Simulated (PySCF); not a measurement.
Which level of theory gave which numbers?

Compound: C2H7BF2O.
Cartesian coordinates in Å at the PBE0-D3(BJ)/def2-SVP level; atoms count from 1:
```xyz
13
C2H7BF2O angstrom
C     -1.1530   -0.7886   -0.0980
O      0.0082   -0.0065   -0.3954
B      1.4703   -0.6421    0.2027
F      1.3225   -0.4881    1.5618
C     -0.1481    1.3735   -0.1752
F     -1.0336    1.8615   -1.0662
H     -2.0177   -0.3362   -0.5984
H     -1.3004   -0.8334    0.9914
H     -0.9618   -1.7912   -0.4933
H      2.2750    0.1132   -0.3169
H      1.4010   -1.7888   -0.2030
H      0.8457    1.8127   -0.3320
H     -0.5223    1.5551    0.8464
```

The closed-shell ground state was solved 3 times with PySCF (density fitting, gas phase), always in the pcSseg-1 basis (137 functions), with these functionals: B3LYP, HF and KT2.

| row | total energy (Eh) | HOMO (eV) | LUMO (eV) | dipole (D) |
| --- | --- | --- | --- | --- |
| P | -385.6496 | -6.59 | 0.27 | 3.25 |
| Q | -378.2073 | -11.87 | 4.12 | 3.23 |
| R | -380.1873 | -7.82 | 0.92 | 3.29 |

**Question.** Which functional belongs to which row?

**Answer.** P = KT2, Q = HF, R = B3LYP. By rising HOMO–LUMO gap: KT2 (GGA) 6.86 eV; B3LYP (global hybrid, 20 % exact exchange) 8.74 eV; HF (all exact exchange) 15.99 eV. Total energies of different functionals aren't bounds to one another; each is stationary for its own functional.

One conformer stands for the species.
